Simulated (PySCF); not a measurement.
Electrostatic solvation of a mixed set.

Computed with PySCF at CAM-B3LYP/def2-SVPD, non-relativistic, each on one gas-phase PBE0-D3(BJ)/def2-SVP geometry that isn't relaxed in the solvent. The solvent is an IEF-PCM continuum (Bondi radii, 1.10 Å for H, scaled by 1.2). Specific hydrogen bonds and non-electrostatic terms are outside this model. Spin–orbit coupling is left out although an atom past zinc is present.

**Question.** Order them by E(solvent) − E(gas) in chloroform (ε = 4.711), most negative first (kJ/mol).
A. `BrB(Br)Br`
B. `[SiH3:1][O:2][c:3]1[cH:4][s:5][cH:6][n:7]1` with Si1–O2–C3–C4 -179°
C. `[CH3:1][CH:2]([CH3:3])[O:4][AlH2:5]` with C1–C2–O4–Al5 4°, C2–O4–Al5–H -2° and 178°
D. `[F:1][C:2]([F:3])([F:4])/[P:5]=[P:6]/[CH2:7][SiH3:8]` with P5–P6–C7–Si8 -91°

**Answer.** C (-13.2), B (-10.7), D (-9.6), A (-2.7).

```csv
SMILES,charge,ΔE (kJ/mol),polarisation term (kJ/mol),HOMO shift (eV),dipole gas (D),dipole solvent (D),atoms,"lowest singlet, gas (eV)","lowest singlet, solvent (eV)"
CC(C)[O][AlH2],0,-13.2,-14.4,+0.05,1.10,1.32,14,5.61,5.83
[SiH3]Oc1cscn1,0,-10.7,-11.8,+0.03,1.11,1.44,12,5.12,5.08
FC(F)(F)/P=P/C[SiH3],0,-9.6,-11.1,+0.20,3.44,4.23,13,3.29,3.27
BrB(Br)Br,0,-2.7,-2.8,+0.06,0.00,0.00,4,4.83,4.87
```

The polarisation term is half the interaction of the solute with the induced surface charges. Singlets are vertical TDDFT energies (frozen core, non-equilibrium response), the lowest in each medium.
